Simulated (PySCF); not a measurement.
Compound: C7H11NS.
Structure used (PBE0-D3(BJ)/def2-SVP), in Å, numbered top down from 1:
```xyz
20
C7H11NS angstrom
S      2.1000   -1.2415   -3.6731
C      1.5030   -0.9969   -2.2255
N      1.1094   -0.7951   -1.1222
C      0.1097   -0.7655   -0.1054
C     -0.4276   -2.1787    0.1565
C     -1.2407   -2.7085   -1.0190
C     -2.3668   -1.7503   -1.3952
C     -1.8368   -0.3472   -1.6759
C     -1.0253    0.1878   -0.5017
H      0.5906   -0.3892    0.8120
H      0.4121   -2.8500    0.3941
H     -1.0615   -2.1262    1.0584
H     -0.5780   -2.8584   -1.8892
H     -1.6456   -3.7023   -0.7707
H     -3.0948   -1.7032   -0.5648
H     -2.9180   -2.1323   -2.2689
H     -2.6669    0.3424   -1.8964
H     -1.2070   -0.3656   -2.5826
H     -0.6057    1.1805   -0.7272
H     -1.6760    0.3078    0.3815
```

Method used: PBE0-D3(BJ)/def2-SVP geometry optimisation, gas phase (PySCF).

Masses are those of the commonest isotopes; rigid-rotor values at the optimised geometry. The values belong to one conformer with, in the numbering `[S:1]=[C:2]=[N:3][CH:4]1[CH2:5][CH2:6][CH2:7][CH2:8][CH2:9]1`, C2–N3–C4–C5 62°, N3–C4–C5–C6 -69°, C4–C5–C6–C7 -55°, C5–C6–C7–C8 55°, C6–C7–C8–C9 -55°.

(1) What are A, B and C (cm⁻¹)?

(2) Classify the top.

(3) What does the inertial defect say?

(4) Give the other two planar moments, Paa and Pbb, and the rms extents of the mass along the axes.

(5) List the rotational levels J(Ka,Kc) to J = 4 (K).

(6) Which lines would a microwave search look for?

(7) Estimate the classical rotational partition function at 50 K, 100 K and 500 K.

Results:

(1) Ia = 222.22, Ib = 599.34, Ic = 617.06 u·Å²; 505379 MHz·u·Å²/I gives 2274, 843.2 and 819.0 MHz, that is A = 0.07586, B = 0.02813, C = 0.02732 cm⁻¹.

(2) A near-prolate asymmetric top: κ = (2 × 843.2 − 2274 − 819.0)/(2274 − 819.0) = -0.97.

(3) Not planar: Δ = Ic − Ia − Ib = -204.50 u·Å². For a rigid frame Δ = −2 Σ m c², so Σ m c² = 102.25 u·Å² lies off the ab plane: 25.73 from hydrogen and 76.52 from heavier atoms. The atom farthest from that plane is 2.17 Å away.

(4) Paa = Σ m a² = (Ib + Ic − Ia)/2 = 497.09 and Pbb = Σ m b² = (Ia + Ic − Ib)/2 = 119.97 u·Å². With the mass M = 141.06 u, the rms extents √(P/M) along a, b and c are 1.88, 0.92, 0.85 Å.

(5) Above 0(0,0), as E/k:
J = 1: 1(0,1) 0.080, 1(1,1) 0.148, 1(1,0) 0.150
J = 2: 2(0,2) 0.239, 2(1,2) 0.307, 2(1,1) 0.310, 2(2,1) 0.516, 2(2,0) 0.516
J = 3: 3(0,3) 0.479, 3(1,3) 0.544, 3(1,2) 0.551, 3(2,2) 0.756, 3(2,1) 0.756, 3(3,1) 1.102, 3(3,0) 1.102
J = 4: 4(0,4) 0.798, 4(1,4) 0.861, 4(1,3) 0.873, 4(2,3) 1.075, 4(2,2) 1.075, 4(3,2) 1.421, 4(3,1) 1.421, 4(4,1) 1.906, 4(4,0) 1.906
Those of J = 1 are B + C, A + C and A + B.

(6) The dipole components are |μa| = 3.53 D, |μb| = 0.75 D, |μc| = 0.00 D; the mirror of this Cs structure is the ab plane, so μc vanishes by symmetry (the 0.01 D computed is a residue) and there are no c-type lines. Intensities carry the squares of the components, which stand as 1.00 : 0.04 (a : b). Some lines, for components of 0.1 D or more:

| type | branch | J(Ka,Kc) | MHz | lower level (cm⁻¹) |
| --- | --- | --- | --- | --- |
| b | Q | 1(1,0) ← 1(0,1) | 1455 | 0.055 |
| b | Q | 2(1,1) ← 2(0,2) | 1480 | 0.166 |
| a | R | 1(0,1) ← 0(0,0) | 1662 | 0.000 |
| b | R | 2(0,2) ← 1(1,1) | 1893 | 0.103 |
| b | R | 1(1,1) ← 0(0,0) | 3093 | 0.000 |
| a | R | 2(1,2) ← 1(1,1) | 3300 | 0.103 |
| a | R | 2(0,2) ← 1(0,1) | 3324 | 0.055 |
| a | R | 2(1,1) ← 1(1,0) | 3349 | 0.104 |
| b | Q | 2(2,0) ← 2(1,1) | 4293 | 0.216 |
| b | Q | 2(2,1) ← 2(1,2) | 4366 | 0.213 |
| b | R | 2(1,2) ← 1(0,1) | 4731 | 0.055 |
| b | R | 2(2,1) ← 1(1,0) | 7642 | 0.104 |
| b | R | 2(2,0) ← 1(1,1) | 7666 | 0.103 |

(7) Point group Cs, symmetry number σ = 1; q = (√π/σ)·√((kT/h)³/(ABC)), k/h = 20836.6 MHz/K: 47600 at 50 K, 135000 at 100 K, 1500000 at 500 K.

No frequency check. No vibrational averaging or centrifugal distortion is included, and the geometry carries the error of its method. Quadrupole hyperfine structure (14N) is left out.
